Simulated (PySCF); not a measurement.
C₂H₄N₂OSi, SMILES O[Si@H]1C=NC=N1.

Geometry: r2SCAN-D4/def2-SVP. The structure was generated by enumeration; whether it is a known compound was not checked. The values are those of a single conformer.

Computed with TDA-CAM-B3LYP/def2-SVPD run with PySCF.

Vertical excitations. 

Task: List the lowest excited states. (An estimate is asked for; the answer gives what the named calculation found.)

Result: 
```json
[
 {"state": "S1", "energy (eV)": "3.37", "λ (nm)": "368", "f": "0.000", "main pairs": "HOMO→LUMO 97 %"},
 {"state": "S2", "energy (eV)": "4.01", "λ (nm)": "309", "f": "0.002", "main pairs": "HOMO−1→LUMO 94 %"},
 {"state": "S3", "energy (eV)": "5.51", "λ (nm)": "225", "f": "0.050", "main pairs": "HOMO−2→LUMO 93 %"},
 {"state": "S4", "energy (eV)": "6.58", "λ (nm)": "188", "f": "0.007", "main pairs": "HOMO→LUMO+2 70 %, HOMO→LUMO+4 16 %"},
 {"state": "S5", "energy (eV)": "6.76", "λ (nm)": "183", "f": "0.010", "main pairs": "HOMO−3→LUMO 71 %, HOMO−4→LUMO 11 %"},
 {"state": "S6", "energy (eV)": "7.15", "λ (nm)": "173", "f": "0.009", "main pairs": "HOMO−4→LUMO 47 %, HOMO−3→LUMO 15 %, HOMO−1→LUMO+2 13 %, HOMO→LUMO+1 8 %"},
 {"state": "S7", "energy (eV)": "7.18", "λ (nm)": "173", "f": "0.003", "main pairs": "HOMO−1→LUMO+2 42 %, HOMO→LUMO+1 39 %"},
 {"state": "S8", "energy (eV)": "7.38", "λ (nm)": "168", "f": "0.010", "main pairs": "HOMO→LUMO+1 30 %, HOMO−4→LUMO 23 %, HOMO→LUMO+3 22 %, HOMO−1→LUMO+2 13 %"},
 {"state": "S9", "energy (eV)": "7.57", "λ (nm)": "164", "f": "0.017", "main pairs": "HOMO→LUMO+3 57 %, HOMO→LUMO+1 11 %"},
 {"state": "S10", "energy (eV)": "7.70", "λ (nm)": "161", "f": "0.048", "main pairs": "HOMO−5→LUMO 34 %, HOMO−1→LUMO+1 31 %, HOMO−2→LUMO+2 10 %, HOMO→LUMO+3 7 %"},
 {"state": "T1", "energy (eV)": "2.81", "λ (nm)": "441", "f": "0", "main pairs": "HOMO→LUMO 89 %"},
 {"state": "T2", "energy (eV)": "3.41", "λ (nm)": "364", "f": "0", "main pairs": "HOMO−1→LUMO 53 %, HOMO−2→LUMO 36 %"},
 {"state": "T3", "energy (eV)": "3.55", "λ (nm)": "349", "f": "0", "main pairs": "HOMO−2→LUMO 56 %, HOMO−1→LUMO 34 %"},
 {"state": "T4", "energy (eV)": "5.38", "λ (nm)": "230", "f": "0", "main pairs": "HOMO−5→LUMO 29 %, HOMO−2→LUMO+2 21 %, HOMO−7→LUMO 18 %, HOMO−2→LUMO+4 10 %"}
]
```
Triplets are in the Tamm–Dancoff approximation.
